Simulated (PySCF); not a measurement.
F5Sb, charge +1, doublet, at a GFN2-xTB geometry (a state made from the parent by changing its charge; the spin is typed, not shown lowest) (all electrons, no relativity); R2SCAN/3-21G in PySCF.

Input for PySCF:
```python
from pyscf import gto, scf, dft

mol = gto.M(
    atom='''
Sb    0.00964327   -0.00302559   -0.01423230
F     1.00392385   -0.64141033    1.57706820
F    -1.57346652    0.90042129   -0.79329390
F     0.60238923    1.82142470    0.48519056
F     1.08525452   -0.50053220   -1.48642043
F    -1.17274624   -1.56275844    0.29810525
''',
    basis='3-21g',
    charge=1,
    spin=1,
    verbose=4,
)

mf = dft.UKS(mol)
mf.xc = 'r2scan'
mf.level_shift = 0.3
mf.max_cycle = 100
mf.kernel()
```

### Question
What does PySCF print? Leave out banner, timings and long lists.

### Answer

```
PySCF version 2.14.0

[INPUT] verbose = 4
[INPUT] num. atoms = 6
[INPUT] num. electrons = 95
[INPUT] charge = 1
[INPUT] spin (= nelec alpha-beta = 2S) = 1
[INPUT] symmetry False subgroup None
[INPUT] Mole.unit = angstrom
[INPUT] Symbol           X                Y                Z      unit          X                Y                Z       unit  Magmom
[...]
nuclear repulsion = 760.205890784914
number of shells = 38
number of NR pGTOs = 156
number of NR cGTOs = 76
basis = 3-21g
ecp = {}

******** <class 'pyscf.dft.uks.UKS'> ********
method = UKS
initial guess = minao
damping factor = 0
level_shift factor = 0.3
DIIS = <class 'pyscf.scf.diis.CDIIS'>
diis_start_cycle = 1
diis_space = 8
diis_damp = 0
SCF conv_tol = 1e-09
SCF conv_tol_grad = None
SCF max_cycles = 100
direct_scf = True
direct_scf_tol = 1e-13
number electrons alpha = 48  beta = 47
XC library pyscf.dft.libxc version 7.1.2
    S. Lehtola, C. Steigemann, M. J. T. Oliveira, and M. A. L. Marques,  SoftwareX 7, 1–5 (2018)
XC functionals = r2scan
    J. W. Furness, A. D. Kaplan, J. Ning, J. P. Perdew, and J. Sun,  J. Phys. Chem. Lett. 11, 8208–8215 (2020)
    J. W. Furness, A. D. Kaplan, J. Ning, J. P. Perdew, and J. Sun,  J. Phys. Chem. Lett. 11, 9248–9248 (2020)
    J. W. Furness, A. D. Kaplan, J. Ning, J. P. Perdew, and J. Sun,  J. Phys. Chem. Lett. 11, 8208–8215 (2020)
    J. W. Furness, A. D. Kaplan, J. Ning, J. P. Perdew, and J. Sun,  J. Phys. Chem. Lett. 11, 9248–9248 (2020)
radial grids:
    Treutler-Ahlrichs [JCP 102, 346 (1995); DOI:10.1063/1.469408] (M4) radial grids

becke partition: Becke, JCP 88, 2547 (1988); DOI:10.1063/1.454033
pruning grids: <function nwchem_prune>
grids dens level: 3
symmetrized grids: False
atomic radii adjust function: <function treutler_atomic_radii_adjust>
small_rho_cutoff = 0
Set gradient conv threshold to 3.16228e-05
tot grids = 93272
init E= -6770.30355133253

cycle= 1 E= -6783.82617244942  delta_E= -13.5  |g|= 0.586  |ddm|= 1.86
cycle= 2 E= -6783.92409267405  delta_E= -0.0979  |g|= 0.58  |ddm|= 1.18
cycle= 3 E= -6784.00297948072  delta_E= -0.0789  |g|= 0.171  |ddm|= 0.209
cycle= 4 E= -6784.01662644881  delta_E= -0.0136  |g|= 0.0481  |ddm|= 0.159
cycle= 5 E= -6784.01813254025  delta_E= -0.00151  |g|= 0.0154  |ddm|= 0.0601
cycle= 6 E= -6784.01825564223  delta_E= -0.000123  |g|= 0.00334  |ddm|= 0.0131
cycle= 7 E= -6784.01826575713  delta_E= -1.01e-05  |g|= 0.00214  |ddm|= 0.00481
cycle= 8 E= -6784.01826816133  delta_E= -2.4e-06  |g|= 0.00111  |ddm|= 0.00199
cycle= 9 E= -6784.01826900943  delta_E= -8.48e-07  |g|= 0.000406  |ddm|= 0.00117
cycle= 10 E= -6784.0182692843  delta_E= -2.75e-07  |g|= 0.000221  |ddm|= 0.000722
cycle= 11 E= -6784.0182694407  delta_E= -1.56e-07  |g|= 0.000158  |ddm|= 0.000526
cycle= 12 E= -6784.01826954535  delta_E= -1.05e-07  |g|= 0.000147  |ddm|= 0.000422
cycle= 13 E= -6784.01826963027  delta_E= -8.49e-08  |g|= 0.000114  |ddm|= 0.000387
cycle= 14 E= -6784.01826969475  delta_E= -6.45e-08  |g|= 0.000136  |ddm|= 0.000356
cycle= 15 E= -6784.01826974849  delta_E= -5.37e-08  |g|= 0.000126  |ddm|= 0.000309
cycle= 16 E= -6784.01826979346  delta_E= -4.5e-08  |g|= 9.31e-05  |ddm|= 0.000269
cycle= 17 E= -6784.01826983168  delta_E= -3.82e-08  |g|= 9.37e-05  |ddm|= 0.000302
cycle= 18 E= -6784.01826986076  delta_E= -2.91e-08  |g|= 9.26e-05  |ddm|= 0.000244
cycle= 19 E= -6784.01826988372  delta_E= -2.3e-08  |g|= 8.03e-05  |ddm|= 0.000202
cycle= 20 E= -6784.0182699023  delta_E= -1.86e-08  |g|= 6.83e-05  |ddm|= 0.000195
cycle= 21 E= -6784.01826991521  delta_E= -1.29e-08  |g|= 8.65e-05  |ddm|= 0.000176
cycle= 22 E= -6784.01826992597  delta_E= -1.08e-08  |g|= 8.92e-05  |ddm|= 0.000156
cycle= 23 E= -6784.01826993461  delta_E= -8.64e-09  |g|= 8.76e-05  |ddm|= 0.000139
cycle= 24 E= -6784.01826994204  delta_E= -7.42e-09  |g|= 7.78e-05  |ddm|= 0.000116
cycle= 25 E= -6784.01826994863  delta_E= -6.59e-09  |g|= 5.37e-05  |ddm|= 0.000114
cycle= 26 E= -6784.01826995352  delta_E= -4.89e-09  |g|= 3.81e-05  |ddm|= 9.95e-05
cycle= 27 E= -6784.01826995629  delta_E= -2.77e-09  |g|= 4.64e-05  |ddm|= 8.11e-05
cycle= 28 E= -6784.01826995893  delta_E= -2.64e-09  |g|= 3.5e-05  |ddm|= 7.27e-05
cycle= 29 E= -6784.01826996092  delta_E= -2e-09  |g|= 2.74e-05  |ddm|= 6.4e-05
cycle= 30 E= -6784.01826996215  delta_E= -1.23e-09  |g|= 3.18e-05  |ddm|= 5.63e-05
cycle= 31 E= -6784.0182699631  delta_E= -9.44e-10  |g|= 3.25e-05  |ddm|= 4.45e-05
cycle= 32 E= -6784.01826996352  delta_E= -4.24e-10  |g|= 4.11e-05  |ddm|= 3.68e-05
cycle= 33 E= -6784.01826996426  delta_E= -7.41e-10  |g|= 3.21e-05  |ddm|= 3.18e-05
cycle= 34 E= -6784.0182699649  delta_E= -6.35e-10  |g|= 2.55e-05  |ddm|= 2.88e-05
Extra cycle  E= -6784.01826982435  delta_E= 1.41e-07  |g|= 0.000518  |ddm|= 0.000709
SCF not converged.
SCF energy = -6784.01826982435 after 100 cycles  <S^2> = 0.75239763  2S+1 = 2.0023962
```

Convergence was not reached.
